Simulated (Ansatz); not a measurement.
ScF₆²⁻, that is [ScF6]3- with one electron fewer, relaxed as a doublet with UKS r2SCAN-D4/def2-SVPD in Ansatz, starting from the r2SCAN-D4/def2-SVPD geometry of the charge -3 singlet. Force threshold 0.02 eV/Å.

A multiply charged anion in the gas phase is held together partly by the finite basis. Removing one electron lowers the energy by 2.92 eV at PBE0-D4/def2-TZVPD, so it isn't bound. The highest occupied level of the relaxed charge -2 doublet lies above zero (up to 0.93 eV). The electron is either unbound and held by the finite basis, or the level is raised by self-interaction error.

Start:

Cartesian coordinates in Å:
```
Sc 0.000 0.000 0.000
F 1.765 -0.422 -1.023
F -1.765 0.422 1.023
F 0.908 1.652 0.885
F -0.908 -1.652 -0.885
F 0.632 -1.196 1.584
F -0.632 1.196 -1.584
```

Estimate the energy that the relaxation releases and the steps that it takes.

1.9 kcal/mol, in 4 steps; 19 s on 4 threads of Intel Xeon on a shared host. The force fell under the threshold at step 3, but the optimiser went on. No frequencies were taken in this run, so the end may be a saddle point.

Does the start keep its bonding and symmetry?

By distances, no bond broke or formed. The bond that changes most is Sc1–F6, from 2.08 to 2.04 Å (atoms count from 1). Point group Oh at the start, Oh at the end, both within 0.05 Å.

Predict the relaxed structure.


```
atom   x (Å)   y (Å)   z (Å)
 Sc1   0.000   0.000   0.000
  F2   1.728  -0.412  -0.996
  F3  -1.728   0.412   0.996
  F4   0.890   1.617   0.861
  F5  -0.890  -1.617  -0.861
  F6   0.620  -1.173   1.546
  F7  -0.620   1.173  -1.546
```
Bond lengths: 6 × F–Sc 2.04 Å.
